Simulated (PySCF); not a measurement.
PBE0-D3(BJ)/def2-SVP geometry optimisation, IEF-PCM water with PySCF 2.14 and geomeTRIC: [Ru(H2O)6]3+, charge 3, multiplicity 2. Start (model start, shaken):

```
19

Ru    0.0000    0.0045   -0.0041
O    -0.0134   -0.0068    2.0251
H     0.7759    0.0201    2.6076
H    -0.7843    0.0073    2.6204
O     0.0016   -0.0140   -2.0404
H     0.7854   -0.0202   -2.6219
H    -0.8035   -0.0193   -2.6426
O     2.0365   -0.0190    0.0041
H     2.6174    0.7722   -0.0377
H     2.6069   -0.7757    0.0017
O    -2.0629   -0.0072   -0.0147
H    -2.6271    0.7909   -0.0121
H    -2.6155   -0.7617   -0.0088
O    -0.0017    2.0417    0.0010
H    -0.0184    2.6161    0.7954
H    -0.0232    2.6279   -0.7732
O    -0.0096   -2.0100    0.0114
H    -0.0180   -2.6139    0.7836
H    -0.0028   -2.6048   -0.7760
```

```tsv
step	E − E(start) / kcal mol⁻¹	largest force / Eh bohr⁻¹
0	0.00	0.03920
1	-4.97	0.00524
2	-6.13	0.00539
3	-7.73	0.00854
4	-9.50	0.00901
5	-11.26	0.00671
6	-12.28	0.00307
7	-12.58	0.00231
8	-12.62	0.00156
9	-12.66	0.00157
10	-12.83	0.00312
11	-7.48	0.02125
12	-12.59	0.00620
13	-13.18	0.00663
14	-13.43	0.00578
15	-13.86	0.00200
16	-14.00	0.00298
17	-14.12	0.00325
18	-14.27	0.00381
19	-14.25	0.00599
20	-14.61	0.00286
21	-14.77	0.00213
22	-14.87	0.00232
23	-14.93	0.00155
24	-14.98	0.00135
25	-15.02	0.00112
26	-15.06	0.00111
27	-15.12	0.00122
28	-15.15	0.00153
29	-15.21	0.00252
30	-15.26	0.00230
31	-15.32	0.00186
32	-15.35	0.00114
33	-15.39	0.00059
34	-15.40	0.00036
35	-15.40	0.00020
```

The optimisation met its thresholds. End point:

```
19

Ru    0.0557   -0.0005   -0.0085
O     0.2423   -0.1083    2.0148
H     0.7018    0.6058    2.4903
H    -0.5274   -0.3670    2.5510
O    -0.0392    0.0189   -2.0343
H     0.2128    0.8302   -2.5096
H    -0.8104   -0.3615   -2.4904
O     2.0819    0.0180   -0.0928
H     2.5128    0.3128   -0.9142
H     2.5765   -0.7531    0.2355
O    -1.9596    0.0703    0.1521
H    -2.4935    0.4186   -0.5839
H    -2.4454   -0.6797    0.5393
O     0.1355    2.0274   -0.0405
H     0.5521    2.5071    0.6967
H    -0.6501    2.5330   -0.3124
O     0.0519   -2.0231   -0.0549
H     0.3423   -2.5179    0.7314
H    -0.6967   -2.5029   -0.4509
```

Metal–donor distances, start → end: O2 2.029 → 2.035 Å, O5 2.036 → 2.028 Å, O8 2.037 → 2.028 Å, O11 2.063 → 2.023 Å, O14 2.037 → 2.030 Å, O17 2.015 → 2.023 Å.

No frequencies were computed, so the end point may be a saddle point.

The job took 29 min on one thread of Arm Neoverse V2 (shared host), with 175 basis functions and a peak of 1.5 GiB, launched as `OMP_NUM_THREADS=1 python lf_run.py task.json out`.
